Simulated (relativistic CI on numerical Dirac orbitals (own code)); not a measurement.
Os²⁺: 4d photoemission

Computed with this model: Dirac-Coulomb-Breit CI, separate exchange-only KLI orbitals for each configuration, model QED, valence Slater integrals scaled by 0.9, multiplet model of photoemission in the sudden approximation; configurations [Xe] 4f14 5d6 → [Kr] 4d9 4f14 5s2 5p6 5d6; 80 K; Lorentzian 2.45 eV and Gaussian 0.6 eV FWHM. Energies are those of the free ion, without screening or charge transfer. The energies are binding energies and can lie tens of eV above those of solids. S is read from ⟨S²⟩ = S(S + 1).

free ion: ground-state S = 1.91, centroid 314.86 eV. Peaks (eV, height): 308.6 (100), 323.8 (73).

Strongest unbroadened transitions for free ion:

```csv
Energy (eV),Relative strength
307.88,17.3
308.06,86.1
308.57,54.0
308.58,31.7
308.92,32.1
308.94,19.0
309.11,17.9
309.17,13.5
309.25,6.4
309.28,5.7
309.48,13.2
310.86,7.1
323.53,29.4
323.61,38.6
323.75,100.0
323.96,6.1
324.02,6.3
324.47,23.4
```
